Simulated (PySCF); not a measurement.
# Löwdin shares of the frontier orbitals

Compound: Ti(OH)2(OMe)2, C₂H₈O₄Ti (singlet state).
Structure used (PBE0-D3(BJ)/def2-SVP), in Å, numbered top down from 1:
```
atom  x, y, z in Å
Ti1    0.6898   -0.3340    0.1890
O2     0.8966   -0.5057    1.9614
H3     1.6658   -0.7905    2.4617
O4     2.2485   -0.7256   -0.6033
H5     2.4391   -1.4005   -1.2605
O6     0.2138    1.3352   -0.1560
C7     0.2147    2.7133   -0.0925
H8     0.1956    3.0659    0.9550
H9    -0.6719    3.1273   -0.6055
H10    1.1129    3.1356   -0.5789
O11   -0.5587   -1.4500   -0.3837
C12   -1.8450   -1.9512   -0.4453
H13   -2.1955   -2.2778    0.5506
H14   -1.8856   -2.8244   -1.1206
H15   -2.5531   -1.1938   -0.8275
```

Level of theory: TDDFT PBE0/def2-SVPD, vertical, gas phase, core orbitals frozen in the response in PySCF.

Frontier orbitals with the atoms that hold most of them (Löwdin shares over 4%, at most four atoms; ? is withheld):

```csv
orbital,ε (eV),atoms
HOMO-3,-8.77,"O11 26%, O6 22%, Ti1 10%, C12 10%"
HOMO-2,-8.33,"O11 46%, C12 14%, O2 10%, O4 6%"
HOMO-1,-8.04,?
HOMO,-7.87,"O11 32%, O6 30%, C7 8%, C12 7%"
LUMO,?,?
LUMO+1,-0.75,"Ti1 74%, O4 6%, O2 5%, O11 5%"
LUMO+2,-0.14,"Ti1 61%, O4 7%, O2 6%, H5 5%"
```

Q: Which atoms hold the LUMO, and with what shares?

A: Ti1 (bonded to 4 O) 75%; O4 (bonded to Ti and H) 6%; O11 (bonded to C and Ti) 5%; O2 (bonded to Ti and H) 5%. By element: titanium 75%, oxygen 15% or more.

Q: Which atoms hold the HOMO-1, and with what shares?

A: O6 (bonded to C and Ti) 50%; C7 (bonded to O and 3 H) 13%; O4 (bonded to Ti and H) 11%; O2 (bonded to Ti and H) 8%. By element: oxygen 70% or more, carbon 13% or more.

Q: What is the LUMO energy, and the HOMO–LUMO gap?

A: ε(LUMO) = -0.93 eV; the gap is 6.94 eV (0.2549 hartree).

Q: How does S1 compare with the orbital gap of 6.94 eV?

A: S1 is at 5.29 eV (f = 0.0040), 1.65 eV below the gap, made of HOMO→LUMO (73%), HOMO→LUMO+1 (12%), HOMO-1→LUMO (10%). 

Q: One configuration dominates each of S1, S2 and S3. Which, and how do the shares of the two leading atoms of either orbital change from the occupied to the empty one?

A: 
- S1 (5.29 eV, f 0.0040), HOMO→LUMO (73%): O11 32% → 5%, O6 30% → at most 5%, Ti1 at most 8% → 75%, O4 at most 8% → 6%; the Löwdin share of titanium is at most 8% in HOMO and 75% in LUMO (ligand-to-metal charge transfer by this measure)
- S2 (5.41 eV, f 0.0034), HOMO-1→LUMO (72%): O6 50% → at most 5%, C7 13% → at most 5%, Ti1 at most 9% → 75%, O4 11% → 6%; the Löwdin share of titanium is at most 9% in HOMO-1 and 75% in LUMO (ligand-to-metal charge transfer by this measure)
- S3 (5.50 eV, f 0.0044), HOMO→LUMO+1 (74%): O11 32% → 5%, O6 30% → at most 6%, Ti1 at most 8% → 74%, O4 at most 8% → 6%; the Löwdin share of titanium is at most 8% in HOMO and 74% in LUMO+1 (ligand-to-metal charge transfer by this measure)
